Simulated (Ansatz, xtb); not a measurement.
# Two structures of H3O2SiZn

We compare a, the doublet with the links of `O[SiH2][O][Zn]`, with b, a doublet given by its coordinates. Both are isolated molecules in the gas phase, relaxed with PBE-D3(BJ)/def2-SVP; the shapes shown needn't be the lowest conformers.

a (Å):

```xyz
7

O     2.4066    0.9761    0.7908
O     1.7285    2.6524    2.9280
Si    1.4583    2.2311    1.3169
Zn    2.4776   -0.7286    1.4745
H     1.7632    3.3994    0.4134
H    -0.0098    1.9076    1.2977
H     2.5957    3.0665    3.0824
```

b (Å):

```xyz
7

O    -3.4242    1.0031    1.3083
O    -1.0950    0.2091    0.5207
Si   -2.7814    0.0329    0.1540
Zn   -1.9071    1.5092    2.3450
H    -0.5077   -0.5640    0.4406
H    -3.1087   -1.4375    0.2552
H    -3.0316    0.5019   -1.2527
```

Close contacts (Å): O1–Si3 1.64, O1–Zn4 1.91, O2–Si3 1.73, O2–Zn4 2.38, Si3–Zn4 2.78, O2–H5 0.97, Si3–H6 1.51, Si3–H7 1.50.

Quicker runs give these differences E(b) − E(a): GFN2-xTB −4.18 kcal/mol; HF/STO-3G −7.98 kcal/mol (at GFN2-xTB geometries); r2SCAN-D4/def2-SVP −2.74 kcal/mol (at GFN2-xTB geometries).

Question: Estimate E(b) − E(a) at the level CCSD(T)/def2-SVP + ΔMP2/def2-TZVPP.

Answer: Not settled: CCSD(T)/def2-SVP + ΔMP2/def2-TZVPP gives E(b) − E(a) = +1.31 kcal/mol, but this leans on the basis-set step: CCSD(T) alone gives −0.98 kcal/mol.

The same difference at several levels:

| level | geometry | E(b) − E(a) (kcal/mol) | departure from the last row (kcal/mol) | job, with rough time for the two |
| --- | --- | --- | --- | --- |
| GFN2-xTB | GFN2-xTB | −4.18 | −5.49 | optimisation, 0.39 s |
| HF/STO-3G | GFN2-xTB | −7.98 | −9.30 | single point, 7.5 s |
| r2SCAN-D4/def2-SVP | GFN2-xTB | −2.74 | −4.05 | single point, 4 s |
| PBE-D3(BJ)/def2-SVP | PBE-D3(BJ)/def2-SVP | −0.77 | −2.09 | optimisation, 79 s |
| HF/def2-SVP | PBE-D3(BJ)/def2-SVP | +1.22 | −0.09 | part of the CCSD(T) run |
| MP2/def2-SVP | PBE-D3(BJ)/def2-SVP | −1.08 | −2.40 | part of the CCSD(T) run |
| CCSD(T)/def2-SVP | PBE-D3(BJ)/def2-SVP | −0.98 | −2.29 | single point |
| CCSD(T)/def2-SVP + ΔMP2/def2-TZVPP | PBE-D3(BJ)/def2-SVP | +1.31 |  | single point, 48 s |

GFN2-xTB, HF/STO-3G, r2SCAN-D4/def2-SVP, PBE-D3(BJ)/def2-SVP, MP2/def2-SVP, CCSD(T)/def2-SVP put the two in the other order. The largest departure from CCSD(T)/def2-SVP + ΔMP2/def2-TZVPP is that of HF/STO-3G, 9.30 kcal/mol. The last row adds to CCSD(T) the change of the MP2 difference between the two basis sets, here +2.29 kcal/mol.

With harmonic frequencies from PBE-D3(BJ)/def2-SVP (ideal gas, rigid rotor, one conformer each, 298.15 K, 1 atm): on the last row, ΔE + ΔZPE = +1.04 kcal/mol. A mode under 50 cm⁻¹ makes harmonic enthalpies and free energies unreliable, so none is given.

Open shells are spin-unrestricted, with notable spin contamination under HF/STO-3G. The correlated steps freeze 12 core orbitals; the last core shell of Zn is correlated, in a basis made for valence electrons. Codes used: Ansatz 0.2.0, xtb 6.7.1; the last row on 2 threads of Intel(R) Xeon(R) 6975P-C (Granite Rapids) on a shared host.
